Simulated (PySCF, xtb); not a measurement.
BaCl, SMILES [Cl][Ba+], charge +1.

GFN2-xTB (xtb) at its own geometry gives an orbital gap of 1.26 eV.

The structure is a stationary point at B3LYP-D3(BJ)/def2-TZVPD. The multiplicity is an assumed one; other spin states were not compared. The def2 effective core potentials stand for the cores of Ba; spin–orbit coupling is left out.

Task: What does PBE0/def2-TZVPD (PySCF) give? (The exact figures need the calculation; the answer reports its results.)

Result: gap 6.07 eV (levels -12.29 and -6.21 eV).
